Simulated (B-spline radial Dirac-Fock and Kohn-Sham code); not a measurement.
Z = 24 (chromium), transition energy 2030 keV. Level of theory: a Dirac-Hartree-Slater potential of the neutral atom with a Latter tail (no hole, which puts coefficients of high multipoles low close above an edge), finite nucleus with surface currents; a B-spline atomic structure program. Subshells that would emit electrons below 1 keV are left out, and so is internal pair formation.

Q: A pure transition shows α(K) = 1.88e-05, L1/L2 = 535 and L1/L3 = 159. What is its multipolarity?
A. M3
B. M2
C. E4
D. E2
E. E3
F. M1
G. M4
H. E1

A: H. For comparison, α(K), L1/L2, L1/L3 are E2 3.21e-05, 297, 188; E3 5.16e-05, 174, 200; E4 8.04e-05, 111, 192; M1 3.00e-05, 354, 260; M2 5.09e-05, 225, 345; M3 8.15e-05, 157, 358; M4 0.000127, 116, 288.

Values without a named source are computed, but for edge energies of neutral atoms, which are taken from tables.
